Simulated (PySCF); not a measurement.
Sn(Br)(OH)3 (BrH3O3Sn), SMILES [OH][Sn]([OH])([OH])[Br]. Heavy atoms are numbered as in [OH:1][Sn:2]([OH:3])([OH:4])[Br:5]. Hydrogens are named by the atom that carries them.

Geometry optimised at r2SCAN-D4/def2-SVP. The structure was generated by enumeration; whether it is a known compound was not checked. The def2 effective core potentials stand for the cores of Sn; spin–orbit coupling is left out. The values are those of a single conformer.

Calculation: PySCF with HF/def2-TZVP.

Atomic charges (e), one atom of each kind:

```
atom       Mulliken  Löwdin
-------  ----------  ------
O1 (OH)  (withheld)   -0.38
Sn2      (withheld)    0.60
Br5      (withheld)    0.02
H on O1  (withheld)    0.17
```

### Question
Complete the blanks. (Estimate from the structure and the level; the computed values follow.)

### Answer

- O1 (OH), Mulliken: -0.78
- Sn2, Mulliken: 1.66
- Br5, Mulliken: -0.38
- H on O1, Mulliken: 0.35
